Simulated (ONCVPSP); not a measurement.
# neon: excitation energies, all-electron against ONCV

ONCVPSP 4.0.1 input, shortened (lines: element, Z, core and valence counts, functional; n l f; lmax; l rc ep ncon nbas qcut; lloc lpopt rc5 dvloc0; l nproj debl; icmod fcfact rcfact), LDA (Perdew-Zunger), scalar-relativistic:

```
  Ne 10.00    1    2        3      upf
    1    0    2.00
    2    0    2.00
    2    1    4.00
    2
    0    0.60    0.00    4    8   12.80
    1    0.85    0.00    4    7   19.40
    2    0.80    0.27    4    8   10.80
    4    5    0.40    3.00
    0    2    2.70
    1    2    2.90
    2    1    2.40
    3    1.50    1.70
```

In the s channel the program set the typed energies aside and used -2.855, 0.250 Ha.

Energies are relative to the spin-unpolarised reference configuration 2s2 2p4; without spin polarisation the order of configurations can differ from experiment.

```csv
valence configuration,charge,ΔE all-electron (eV),error AE − PS (meV)
2s2 2p5,+1,-43.402,+9.4
2s2 2p5.5,+0.5,-57.093,+15
```

What are ΔE and the potential's error for 2s2 2p6?

ΔE = -66.055 eV all-electron; the error (AE − PS) is +19 meV.

What are ΔE and the potential's error for 2s2 2p3?

ΔE = 67.524 eV all-electron; the error (AE − PS) is +11 meV.
